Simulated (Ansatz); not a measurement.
C$_{10}$H$_{23}$P, SMILES `CC(C)P(C(C)C)C(C)(C)C`, 34 atoms. The species carries charge 0 and has multiplicity 1. All runs use 11 threads of an AMD EPYC 7R13 on a shared host and a whole NVIDIA H100 80 GB. Correlated methods freeze the cores.

Task: How many basis functions does each run have, and how long does it take in Ansatz? direct RPA on PBE orbitals/def2-TZVPP energy; RKS ωB97M-V/def2-SVP energy; RHF-CCSD(T)/def2-SVP energy; RKS PBE0-D4/def2-QZVPP energy; RHF-CCSD(T)/def2-TZVPP energy; RKS PBE0-D4/def2-TZVP relaxation (10 steps); RKS B97M-V/def2-TZVPP energy; RKS ωB97M-V/def2-TZVPP energy and forces; RKS PBE0-D4/def2-SVP energy; RHF-MP2/def2-QZVPP energy; RKS B3LYP-D4/def2-TZVPP energy and forces; RKS ωB97M-V/def2-QZVPP energy. (Estimate.)

Result: Ansatz gave: Other jobs shared the machine, so times are rough.

```
                                level                    job  functions  wall time  peak host memory (GiB)
                 RKS PBE0-D4/def2-SVP                 energy        273        2 s                    0.94
                 RKS ωB97M-V/def2-SVP                 energy        273      2.4 s                     1.1
                RKS B97M-V/def2-TZVPP                 energy        674      3.9 s                     1.4
              RKS B3LYP-D4/def2-TZVPP      energy and forces        674      4.1 s                     1.4
direct RPA on PBE orbitals/def2-TZVPP                 energy        674      4.6 s                     4.9
               RKS PBE0-D4/def2-QZVPP                 energy       1330      4.7 s                     2.1
               RKS ωB97M-V/def2-TZVPP      energy and forces        674      5.5 s                     1.5
                 RHF-CCSD(T)/def2-SVP                 energy        273        6 s                    0.89
               RKS ωB97M-V/def2-QZVPP                 energy       1330        8 s                     2.3
                   RHF-MP2/def2-QZVPP                 energy       1330      9.5 s                     2.4
                RKS PBE0-D4/def2-TZVP  relaxation (10 steps)        485       18 s                     1.3
               RHF-CCSD(T)/def2-TZVPP                 energy        674    2.4 min                     4.7
```

B3LYP here is the variant with VWN-RPA as its local correlation; programs differ in this.
